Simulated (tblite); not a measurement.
C7H9P.
Bonds: C1–C2, C2–C3 (aromatic), C3–C4 (aromatic), C4–C5 (aromatic), C5–C6, C5–P7 (aromatic), P7–C8 (aromatic), C2–C8 (aromatic). Hydrogens: H9, H10, H11 on C1; H12 on C3; H13 on C4; H14, H15, H16 on C6; H17 on C8.

Computed geometry: GFN2-xTB, gas phase.

(1) List the bond lengths and angles at this level.

Answers

(1) 
```csv
bond,length (Å),order
C1–C2,1.502,single
C2–C3,1.391,aromatic
C3–C4,1.383,aromatic
C4–C5,1.384,aromatic
C5–C6,1.503,single
C5–P7,1.744,aromatic
P7–C8,1.731,aromatic
C2–C8,1.382,aromatic
"C1–H9, C1–H10, C1–H11",1.089,single
C3–H12,1.082,single
C4–H13,1.084,single
"C6–H14, C6–H15, C6–H16",1.090,single
C8–H17,1.084,single
```

Bonds in one row agree within 0.01 Å and their mean is given. Orders are formal, as drawn. A selection of angles:
```csv
angle,degrees
C1–C2–C3,119.2
C1–C2–C8,119.5
C3–C2–C8,121.3
C2–C3–C4,123.5
C3–C4–C5,124.8
C4–C5–C6,119.1
C4–C5–P7,123.2
C6–C5–P7,117.7
C5–P7–C8,100.7
C2–C8–P7,126.5
```

The 8 heavy atoms lie in one plane (0.006 Å rms). The 6 C–C bonds span 1.382 Å (C2–C8, aromatic) to 1.503 Å (C5–C6, drawn single), a spread of 0.121 Å. The 6-membered ring C2–C3–C4–C5–P7–C8 has internal angles of 100.7° to 126.5°; it is planar, 0.00 Å rms from its mean plane, widest ring torsion 0°. Of the pairs four or more bonds apart, H10···H17 is among the closest relative to their van der Waals radii: 2.38 Å, 99 % of the sum of Bondi's values.

Its GFN2-xTB frequencies are all real (lowest 37 cm⁻¹).
